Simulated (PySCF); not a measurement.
These 2 structures share the formula H10O2Si4. Method: PBE0-D3(BJ)/def2-SVP geometry optimisation, gas phase (PySCF). One conformer each; no zero-point energy, no entropy. No frequencies were run at this level. Point groups hold within 0.08 Å.

**Question.** Rank from lowest to highest electronic energy at this level (kcal/mol).
A. `[SiH3:1][O:2][SiH2:3][O:4][SiH2:5][SiH3:6]` with Si1–O2–Si3–O4 118°, O2–Si3–O4–Si5 31°, Si3–O4–Si5–Si6 -19°
B. `[SiH3:1][O:2][SiH2:3][SiH2:4][O:5][SiH3:6]` with Si1–O2–Si3–Si4 -121°, O2–Si3–Si4–O5 179°, Si3–Si4–O5–Si6 -179°

**Answer.** A (0.0), B (11.0).

| SMILES | E (Eh) | E rel (kcal/mol) | dipole (D) | point group | A, B, C (MHz) |
| --- | --- | --- | --- | --- | --- |
| [SiH3]O[SiH2]O[SiH2][SiH3] | -1313.44505 | 0.0 | 0.64 | C1 | 1783, 1033, 693.5 |
| [SiH3]O[SiH2][SiH2]O[SiH3] | -1313.42759 | 11.0 | 0.35 | C1 | 6734, 428.0, 414.0 |

**Question.** How do the relative energies change in single points at B3LYP/pcSseg-1 (no added dispersion term) on the same geometries?

**Answer.** 
```
                    SMILES  PBE0-D3(BJ)/def2-SVP (kcal/mol)  B3LYP/pcSseg-1 (kcal/mol)  shift
[SiH3]O[SiH2]O[SiH2][SiH3]                              0.0                        0.0    0.0
[SiH3]O[SiH2][SiH2]O[SiH3]                             11.0                        7.2   -3.8
```

Each column counts from its own lowest isomer. The order is unchanged; the largest shift is 3.8 kcal/mol.
